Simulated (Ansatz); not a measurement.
System: sum formula HSiO (charge 0, doublet). It need not be the lowest isomer of its formula. 
Structure (B3LYP-D3(BJ)/def2-TZVP (Ansatz, a first-principles code) minimum search):
SMILES: O=[SiH]
```xyz
3

Si    -0.0147    -0.5041    -0.0112
O     -0.1485     1.0191     0.0164
H      1.3936    -1.0954     0.0249
```
Charge 0, spin multiplicity 2.

Atomisation energy built up term by term with Ansatz (kcal/mol; UHF references for open shells; valence terms freeze the core; atomic spin-orbit terms are left out). CBS marks a two-point X^-3 extrapolation of the correlation energy; Hartree-Fock from the larger set.

```csv
term,basis,kcal/mol
Hartree-Fock,aug-cc-pV(Q+d)Z,130.03
CCSD correlation,"CBS(aug-cc-pV(T+d)Z,aug-cc-pV(Q+d)Z)",78.41
(T),"CBS(aug-cc-pV(T+d)Z,aug-cc-pV(Q+d)Z)",8.30
CCSDT - CCSD(T),cc-pV(D+d)Z,0.36
(Q),cc-pV(D+d)Z,0.98
core correlation,cc-pwCVTZ,0.31
scalar relativity (X2C),cc-pVTZ-DK against cc-pVTZ,-0.56
sum: De,,217.8
```

(T) makes 3.8 % of the CCSD(T) atomisation energy; under 5 % is typical of single-reference molecules.
